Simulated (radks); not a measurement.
The numbers below are computed, except where a source is named.
Task: Radial electron density D(r) = 4 pi r^2 rho(r) of an atom or ion with 23 electrons. Code: a radial shooting solver on a logarithmic mesh with Libxc functionals. Model: non-relativistic Kohn-Sham, TPSS, spin-polarised, spherical densities, point nucleus; meta-GGA in the generalised Kohn-Sham scheme.

r (bohr),D(r) (e/bohr),spin D(r)
0.01025,6.742,-0.000689
0.01389,10.48,-0.00107
0.01898,15.50,-0.00158
0.02572,20.96,-0.00214
0.03514,25.63,-0.00270
0.04763,27.29,-0.00318
0.06506,25.07,-0.00388
0.08818,21.42,-0.00472
0.1205,21.28,-0.00109
0.1633,26.26,0.0284
0.223,29.53,0.145
0.3023,23.37,0.429
0.413,12.58,0.981
0.5597,9.200,1.74
0.7646,11.69,2.39
1.036,10.39,2.44
1.416,5.479,1.89
1.919,2.026,1.18
2.621,0.6520,0.560
3.552,0.2024,0.198
4.853,0.03726,0.0372
6.577,0.01444,0.0144
8.985,0.08863,0.0886
12.18,0.1271,0.127
16.64,0.03421,0.0342
22.55,0.002832,0.00283

What is the nuclear charge?

Result: Z = 23. The innermost maximum, from 1s, lies near 1/Z = 0.0435 bohr (found: 0.0465), and its height grows with Z. The density is that of neutral vanadium in [Ar] 3d4 5p1; the configuration itself is not fixed sharply by these data, and Z only to about a unit. D(r) has 4 maxima, at r = 0.0465, 0.216, 0.835, 11.6 bohr, and minima at 0.104, 0.533, 6.02 bohr, inside which lie 2.14, 10.50, 22.07 electrons.
